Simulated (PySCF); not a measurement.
## C₆ coefficients of unlike pairs at PBE

Calculated with PySCF 2.14 from the dipole response of each species, C₆(A,B) = (3/π) ∫ α_A(iu) α_B(iu) du, in atomic units, from isotropic polarisabilities. For ions this is the dispersion term alone; charge-induced terms of lower order in 1/R come first.

```json
{"species": "Zn²⁺", "configuration": "[Ar] 3d10 (1S)", "basis": "aug-cc-pVTZ-PP with ECP10MDF (6s6p5d3f2g)", "relativity": "core potential", "α (bohr³)": "2.696", "C₆ (like pair)": "6.992"}
{"species": "In³⁺", "configuration": "[Kr] 4d10 (1S)", "basis": "aug-cc-pVQZ-PP with one added diffuse shell each of s, p, d, f, g type with ECP28MDF (8s8p6d4f3g)", "relativity": "core potential", "α (bohr³)": "3.152", "C₆ (like pair)": "11.26"}
{"species": "Kr", "configuration": "[Kr] (1S)", "basis": "aug-cc-pVDZ-PP with ECP10MDF (5s4p3d)", "relativity": "core potential", "α (bohr³)": "16.40", "C₆ (like pair)": "127.4"}
{"species": "Xe", "configuration": "[Xe] (1S)", "basis": "aug-cc-pVTZ-PP with one added diffuse shell each of d, f type with ECP28MDF (6s5p5d3f)", "relativity": "core potential", "α (bohr³)": "28.95", "C₆ (like pair)": "305.5"}
```

(1) Estimate C₆ for Kr with In³⁺.

No spin-orbit coupling is included.

The other pairs:

| pair | C₆ |
| --- | --- |
| Xe, In³⁺ | 51.38 |
| Xe, Kr | 195.9 |
| In³⁺, Zn²⁺ | 8.834 |
| Kr, Zn²⁺ | 27.35 |
| Xe, Zn²⁺ | 40.85 |

Answers

(1) The integral gives 34.66. The combination rule 2 C_A C_B / (C_A α_B/α_A + C_B α_A/α_B) gives 34.54 and the geometric mean 37.88.
